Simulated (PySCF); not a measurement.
**Structure from NMR data**

The spectra below were simulated for a compound C$_{7}$H$_{5}$NO.

¹H NMR (300 MHz, computed): δ 7.45 (t, J = 8.7 Hz, 2H), 7.26 (t, J = 8.4 Hz, 1H), 7.19 (d, J = 9.0 Hz, 2H).

¹³C{¹H} NMR (computed): δ 138.4 (C), 135.2 (CH, 2C), 131.5 (CH, 2C), 130.4 (CH), 127.5 (C).

One averaged value for each set of equivalent atoms, gas phase, no relativistic terms, one conformer. J: B3LYP/pcJ-1 (without the spin–dipole term); geometry from PBE0-D3(BJ)/def2-SVP; NMR shieldings at PBE0/pcSseg-1/GIAO; PySCF 2.14.0 with density-fitted response routines.

References, each an isolated molecule treated in the same way: ¹H (31.27 ppm) and ¹³C (184.41 ppm) against TMS.

**Question.** Choose the structure that fits.
A. c1ccc2ocnc2c1
B. c1cc2ccoc2cn1
C. O=C=Nc1ccccc1
D. N#COc1ccccc1
E. c1ccc2oncc2c1

**Answer.** C. 

The formula gives 6 degrees of unsaturation (1 ring in the answer). 5 carbon signals for 7 carbons: some carbons are equivalent by symmetry or fast rotation. Carbon types of the structure: 2 × C, 5 × CH, which accounts for all hydrogens. δC 138.4: aromatic carbon bearing nitrogen; the electronegative substituent deshields the carbon that carries it. δC 135.2, 131.5, 130.4: aromatic CH; the aromatic region. δC 127.5: central carbon of a heterocumulene. δH 7.45, 7.26, 7.19: hydrogen on an aromatic CH; aromatic region. The protons at 7.19 and 7.45 share a coupling of 9.0 Hz (vicinal, an ortho-type coupling). The protons at 7.45 and 7.26 share a coupling of 8.4 Hz (vicinal, an ortho-type coupling).

The others: c1cc2ccoc2cn1 would give 7 carbon signals, not 5; c1ccc2oncc2c1 would give 7 carbon signals, not 5; N#COc1ccccc1 has carbons computed at 157.9, 136.1, 131.3, 119.7, 112.3; c1ccc2ocnc2c1 would give 7 carbon signals, not 5.

Splittings below 1 Hz are ignored in the labels, and close J values are merged. Couplings among chemically equivalent protons are left out too, so labels in AA′BB′ or AA′XX′ sets are apparent multiplicities. Unscaled 3J(H,H) at this level run about 10 % above measured values. Shifts are as computed. Against solution values, carbons near 30 ppm lie about +2 ppm off and those near 130 ppm about +5 ppm. Of 1211 compounds with measured shifts, 218 miss one by over three times the rms of a fit or turn the order of signals round; such compounds aren't used in these exercises.
